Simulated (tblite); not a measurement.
Run record: tight-binding relaxation, `C=[C](CC)[Al]([Br])[O]CC`.

Computed with GFN2-xTB geometry optimisation, gas phase (tblite 0.8.0). Start geometry: from a force field or distance geometry. The input is one job of a driver script: a line of settings, then coordinates in Å.

Command:
```bash
OMP_NUM_THREADS=1 python probes_run.py task.json out
```

Input:
```
{"job": {"kind": "relax", "xc": "GFN2-xTB", "basis": "xTB"}, "charge": 0, "multiplicity": 1}
C     -2.112600    -2.174000    -0.675200
C     -1.478400    -1.114100    -0.169200
C     -1.909500     0.284600    -0.462600
C     -1.386300     0.754000    -1.828400
Al     0.133900    -1.412500     0.973800
Br     0.908400    -3.612200     1.388200
O      1.029200     0.045200     1.691200
C      2.037800     0.481600     0.816100
C      2.754400     1.667400     1.423600
H     -2.995000    -2.032300    -1.304800
H     -1.795000    -3.187000    -0.471700
H     -3.033000     0.341200    -0.467600
H     -1.559300     0.983500     0.331800
H     -0.271700     0.707000    -1.835000
H     -1.710300     1.800500    -2.009300
H     -1.785400     0.100000    -2.618200
H      1.593700     0.801900    -0.156400
H      2.781100    -0.333400     0.638500
H      3.544700     2.026500     0.738900
H      2.034900     2.500500     1.601700
H      3.209400     1.388300     2.394100
```

Output:
```
step      E/eV     max force
  0    -768.45787    2.923
  1    -768.69462    2.141
  2    -768.86060    1.213
  3    -768.90478    0.731
  4    -768.94964    0.507
  5    -768.96934    0.512
  6    -768.99310    0.388
  7    -769.01091    0.372
  8    -769.02411    0.284
  9    -769.03598    0.324
... (131 lines left out)
141    -769.64273    0.044
142    -769.64308    0.053
143    -769.64349    0.053
144    -769.64389    0.043
145    -769.64418    0.048
146    -769.64434    0.029
147    -769.64447    0.027
148    -769.64456    0.022
149    -769.64461    0.018
150    -769.64467    0.009
```

«max force» is the largest atomic force in eV/Å.

From which step on does the largest force stay under 0.1 eV/Å, and how much energy is left to gain from there?

From step 83 (0.046 eV/Å), 14.6 meV above the end.

In short: energy lowered by 27.4 kcal/mol over 150 steps; largest atomic force 0.009 eV/Å at the end.

Give the final coordinates.

0.802 Å rms from the input after alignment:
```
atom  x, y, z in Å
C1    -2.4316   -1.9862    0.0713
C2    -1.5141   -1.0373   -0.0880
C3    -1.8453    0.3419   -0.5881
C4    -1.2298    0.5546   -1.9678
Al5    0.3864   -1.4614    0.2892
Br6    0.9476   -3.6047    0.7490
O7     1.5582   -0.3102    0.3234
C8     2.4717    0.7437    0.4333
C9     2.3009    1.4749    1.7568
H10   -3.4831   -1.8237   -0.1261
H11   -2.1686   -2.9795    0.4086
H12   -2.9282    0.4860   -0.6319
H13   -1.4283    1.0832    0.1006
H14   -0.1584    0.3427   -1.9260
H15   -1.3702    1.5795   -2.3037
H16   -1.6809   -0.1163   -2.6960
H17    2.3067    1.4369   -0.4003
H18    3.4869    0.3380    0.3550
H19    3.0060    2.2993    1.8183
H20    1.2878    1.8642    1.8371
H21    2.4773    0.7913    2.5847
```

Estimate the wall time. Hardware: one thread, Arm Neoverse V1 (aarch64), shared host.

About 1.6 s.
Labels such as C1 count atoms from 1, the log's own numbers from 0.
